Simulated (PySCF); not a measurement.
## A ladder of Hamiltonians for Fe¹⁴⁺ (iron, charge +14)

Occupied: 1s1/2, 2s1/2, 2p1/2, 2p3/2, 3s1/2. Hartree-Fock calculated with PySCF 2.14 in an even-tempered Gaussian basis (21 s from 0.5 bohr⁻², ratio 2.3; 15 p from 0.6 bohr⁻², ratio 2.3), Gaussian nucleus throughout. NR is non-relativistic, sf-X2C the spin-free one-electron X2C Hamiltonian, X2C adds the bare one-electron spin-orbit term, X2C-SNSO screens it by Boettger's factors, DC is four-component Dirac-Coulomb, and the Gaunt and Breit terms are added at first order (total energies over the DC spinors, levels after relaxing the spinors in that mean field). QED terms are absent. Levels marked empty are virtual spinors of this ion; the basis has s and p functions only, so 3d, which can lie below the n = 4 levels, is absent.

```tsv
level (eV)	NR	sf-X2C	X2C	X2C-SNSO
1s1/2	-7561.0	-7624.8	-7624.8	-7624.8
2s1/2	-1296.1	-1310.6	-1310.6	-1310.6
2p1/2	-1174.7	-1177.7	-1187.3	-1186.6
2p3/2	-1174.7	-1177.7	-1173.1	-1173.4
3s1/2	-449.70	-453.19	-453.18	-453.18
3p1/2 (empty)	-388.11	-389.06	-390.86	-390.72
3p3/2 (empty)	-388.11	-389.06	-388.19	-388.26
4s1/2 (empty)	-212.53	-213.77	-213.77	-213.77
```

Q: Where do the four-component calculations put these levels?

A: 1s1/2: DC -7628.0, DC+Gaunt -7620.1, DC+Breit -7620.5; 2s1/2: DC -1310.9, DC+Gaunt -1310.3, DC+Breit -1310.3; 2p1/2: DC -1186.6, DC+Gaunt -1185.5, DC+Breit -1185.6; 2p3/2: DC -1173.6, DC+Gaunt -1172.9, DC+Breit -1173.0; 3s1/2: DC -453.24, DC+Gaunt -453.11, DC+Breit -453.12; 3p1/2 (empty): DC -390.72, DC+Gaunt -390.52, DC+Breit -390.55; 3p3/2 (empty): DC -388.29, DC+Gaunt -388.15, DC+Breit -388.18; 4s1/2 (empty): DC -213.79, DC+Gaunt -213.75, DC+Breit -213.75 (eV).

```
Hamiltonian  E (hartree)  E − E(DC) (hartree)  CPU seconds
         NR   -1174.0159               9.0240         0.69
     sf-X2C   -1182.8543               0.1856          0.4
        X2C   -1182.8763               0.1637         0.52
   X2C-SNSO   -1182.8730               0.1670         0.52
         DC   -1183.0400               0.0000           23
   DC+Gaunt   -1182.5542               0.4858           43
   DC+Breit   -1182.5942               0.4458          130
```

Weight of the small component: 1s1/2 0.00876, 2s1/2 0.00167, 2p1/2 0.00162, 2p3/2 0.00160, 3s1/2 0.000503, 3p1/2 0.000467, 3p3/2 0.000463, 4s1/2 0.000224.

Koopmans' value for the highest occupied level at DC+Breit: 453.12 eV, against an ionisation energy of 456.2 ± 0.5 eV (measured; NIST Atomic Spectra Database, ionization energies); the former lacks relaxation, correlation, QED and recoil.

The whole ladder took 210 s of wall time on 1 thread of Neoverse-N1 (shared host), launched as `OMP_NUM_THREADS=1 python relrun2.py TASK.json OUT` (a driver that calls PySCF for each Hamiltonian).
